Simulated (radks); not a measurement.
Results of a calculation; reference values are marked as such.
Neutral gold inside a hard spherical wall (all orbitals vanish at R), configuration held at [Xe] 4f14 5d10 6s1 and not refilled when levels cross. Code: a radial shooting solver on a logarithmic mesh with Libxc functionals. Model: scalar-relativistic Kohn-Sham, PBE, spin-polarised, spherical densities, finite nucleus; open shells are filled with parallel spins first (spin-orbit coupling, left out, can overturn this in heavy ions); Fermi nuclear charge, rms radius 5.4371 fm. Eigenvalues in eV for spin up, with the zero of energy where the potential of the charges vanishes at infinity; a dash marks a level that is unbound or too diffuse for the functional's potential to be trusted. A positive occupied level is held by the wall or, in an anion where self-interaction has pushed it up, behind a barrier. The pressure on the wall is -dE/dV.

| R (bohr) | E (hartree) | kinetic (hartree) | e(4f) | e(5p) | e(5d) | e(6s) | e(6p, empty) | e(7s, empty) | pressure (GPa) |
|---|---|---|---|---|---|---|---|---|---|
| free | -19007.6256 | 21254.940 | -81.107 | -59.767 | -6.991 | -6.076 | - | - | 0 |
| 12 | -19007.6256 | 21254.940 | -81.106 | -59.766 | -6.990 | -6.075 | -0.949 | 0.724 | 0.000130 |
| 10 | -19007.6255 | 21254.941 | -81.099 | -59.759 | -6.983 | -6.069 | -0.845 | 1.541 | 0.00270 |
| 7 | -19007.6210 | 21254.981 | -80.887 | -59.549 | -6.792 | -5.857 | 0.023 | 6.147 | 0.291 |
| 4 | -19007.3163 | 21256.588 | -75.786 | -54.853 | -2.506 | 0.058 | 10.366 | 41.640 | 70.6 |
| 3.5 | -19006.9326 | 21258.333 | -71.751 | -51.345 | 0.883 | 5.402 | 18.266 | 63.982 | 221 |
| 3 | -19005.9685 | 21262.430 | -64.304 | -45.134 | 7.341 | 16.604 | 33.906 | 104.10 | 787 |
